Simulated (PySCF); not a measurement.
C2H7Si2 (SMILES [CH]1[SiH2]C[SiH2]1), doublet, at a GFN2-xTB geometry, with bond 5-1 at 1.8 times its length; CASCI(5,7)/STO-3G (PySCF).

Here is a job for PySCF.
```python
from pyscf import gto, scf, mcscf
import numpy

mol = gto.M(
    atom='''
C    -1.29066676   -0.00373915   -0.03221827
Si   -0.04239272    1.39171244   -0.16302128
C     1.27239885    0.00215022    0.01888873
Si   -0.04261904   -1.39099251    0.16899720
H    -3.22931984   -0.01890717   -0.16066551
H    -0.02263320    2.11390918   -1.44089075
H    -0.06904688    2.36995293    0.93095113
H     1.91722696    0.10581973    0.88820057
H     1.93433042   -0.10010847   -0.83770812
H    -0.06940915   -2.08437662    1.46241952
H    -0.02299979   -2.39357638   -0.90308005
''',
    basis='sto-3g',
    spin=1,
    verbose=4,
)

mf = scf.ROHF(mol)
mf.kernel()
mc = mcscf.CASCI(mf, 7, 5)
mc.fix_spin_(ss=0.75)
mc.kernel()
occ = numpy.linalg.eigvalsh(mc.fcisolver.make_rdm1(mc.ci, mc.ncas, mc.nelecas))[::-1]
ss = mc.fcisolver.spin_square(mc.ci, mc.ncas, mc.nelecas)[0]
print('natural occupations', occ.round(4), ' <S^2>', round(ss, 4))
```

Problem. Predict the main parts of the log of this PySCF run.

Solution. 
```
PySCF version 2.14.0

[INPUT] verbose = 4
[INPUT] num. atoms = 11
[INPUT] num. electrons = 47
[INPUT] charge = 0
[INPUT] spin (= nelec alpha-beta = 2S) = 1
[INPUT] symmetry False subgroup None
[INPUT] Mole.unit = angstrom
[INPUT] Symbol           X                Y                Z      unit          X                Y                Z       unit  Magmom
[INPUT]  1 C     -1.290666760000  -0.003739150000  -0.032218270000 AA   -2.439006694480  -0.007065969439  -0.060883706507 Bohr   0.0
[INPUT]  2 Si    -0.042392720000   1.391712440000  -0.163021280000 AA   -0.080110630475   2.629955355750  -0.308065571676 Bohr   0.0
[INPUT]  3 C      1.272398850000   0.002150220000   0.018888730000 AA    2.404485347712   0.004063326908   0.035694526541 Bohr   0.0
[INPUT]  4 Si    -0.042619040000  -1.390992510000   0.168997200000 AA   -0.080538313292  -2.628594885221   0.319358423818 Bohr   0.0
[INPUT]  5 H     -3.229319840000  -0.018907170000  -0.160665510000 AA   -6.102530066224  -0.035729373091  -0.303613811564 Bohr   0.0
[INPUT]  6 H     -0.022633200000   2.113909180000  -1.440890750000 AA   -0.042770549323   3.994709402404  -2.722888892919 Bohr   0.0
[INPUT]  7 H     -0.069046880000   2.369952930000   0.930951130000 AA   -0.130479692956   4.478561965811   1.759242671054 Bohr   0.0
[INPUT]  8 H      1.917226960000   0.105819730000   0.888200570000 AA    3.623033873032   0.199970308275   1.678455820983 Bohr   0.0
[INPUT]  9 H      1.934330420000  -0.100108470000  -0.837708120000 AA    3.655354728215  -0.189177591049  -1.583038919124 Bohr   0.0
[INPUT] 10 H     -0.069409150000  -2.084376620000   1.462419520000 AA   -0.131164284039  -3.938900952247   2.763572372018 Bohr   0.0
[INPUT] 11 H     -0.022999790000  -2.393576380000  -0.903080050000 AA   -0.043463304023  -4.523203816428  -1.706573963059 Bohr   0.0

nuclear repulsion = 203.927778278626
number of shells = 23
number of NR pGTOs = 105
number of NR cGTOs = 35
basis = sto-3g
ecp = {}

******** <class 'pyscf.scf.rohf.ROHF'> ********
method = ROHF
initial guess = minao
damping factor = 0
level_shift factor = 0
DIIS = <class 'pyscf.scf.diis.CDIIS'>
diis_start_cycle = 1
diis_space = 8
diis_damp = 0
SCF conv_tol = 1e-09
SCF conv_tol_grad = None
SCF max_cycles = 50
direct_scf = True
direct_scf_tol = 1e-13
num. doubly occ = 23  num. singly occ = 1
Set gradient conv threshold to 3.16228e-05
init E= -649.581164530956
  HOMO = -0.0693287233176674  LUMO = 0.0230282083644284  gap/eV = 2.51316
cycle= 1 E= -649.803155428955  delta_E= -0.222  |g|= 0.232  |ddm|=  2.7
  HOMO = 0.0349192100580527  LUMO = 0.25166296247978  gap/eV = 5.89790
cycle= 2 E= -649.841236098026  delta_E= -0.0381  |g|= 0.0652  |ddm|= 0.411
  HOMO = -0.00905155979224859  LUMO = 0.230978228745118  gap/eV = 6.53154
cycle= 3 E= -649.843689331111  delta_E= -0.00245  |g|= 0.0304  |ddm|= 0.123
  HOMO = 0.00975491549220608  LUMO = 0.236730924214157  gap/eV = 6.17633
cycle= 4 E= -649.844187190657  delta_E= -0.000498  |g|= 0.00637  |ddm|= 0.0465
  HOMO = 0.00614059566005554  LUMO = 0.236550388906309  gap/eV = 6.26977
cycle= 5 E= -649.844209437683  delta_E= -2.22e-05  |g|= 0.00147  |ddm|= 0.00909
  HOMO = 0.0066347746266251  LUMO = 0.236965733947656  gap/eV = 6.26762
cycle= 6 E= -649.844210963292  delta_E= -1.53e-06  |g|= 0.000341  |ddm|= 0.00282
  HOMO = 0.00664114400463345  LUMO = 0.236988963120866  gap/eV = 6.26808
cycle= 7 E= -649.844211063058  delta_E= -9.98e-08  |g|= 7.66e-05  |ddm|= 0.000757
  HOMO = 0.00664751464610458  LUMO = 0.237008844060441  gap/eV = 6.26845
cycle= 8 E= -649.844211072728  delta_E= -9.67e-09  |g|= 2.41e-05  |ddm|= 0.000243
  HOMO = 0.00664656546261755  LUMO = 0.237006228055898  gap/eV = 6.26841
cycle= 9 E= -649.844211075254  delta_E= -2.53e-09  |g|= 8.52e-06  |ddm|= 0.000161
  HOMO = 0.00664627097114301  LUMO = 0.237006277067013  gap/eV = 6.26842
cycle= 10 E= -649.844211075621  delta_E= -3.67e-10  |g|= 2.75e-06  |ddm|= 6.64e-05
  HOMO = 0.00664621163467805  LUMO = 0.23700649045447  gap/eV = 6.26842
Extra cycle  E= -649.844211075645  delta_E= -2.43e-11  |g|= 1.48e-06  |ddm|= 1.11e-05
converged SCF energy = -649.844211075645

******** <class 'pyscf.mcscf.casci.CASCI'> ********
CAS (3e+2e, 7o), ncore = 21, nvir = 7
natorb = False
canonicalization = True
sorting_mo_energy = False
******** <class 'pyscf.fci.addons.SpinPenaltyFCISolver'> ********
max. cycles = 200
conv_tol = 1e-08
davidson only = True
linear dependence = 1e-12
level shift = 0.001
max iter space = 12
nroots = 1
pspace_size = 400
spin = None
Density matrix diagonal elements [1.99803869e+00 1.78793922e+00 9.99996077e-01 2.06045956e-01
 6.04390125e-03 1.58359307e-03 3.52569609e-04]
CASCI converged
CASCI E = -649.904225174972  E(CI) = -4.89391250675692  S^2 = 0.7500000
natural occupations [1.9980e+00 1.7882e+00 1.0000e+00 2.1180e-01 1.4000e-03 3.0000e-04
 2.0000e-04]  <S^2> 0.75
```
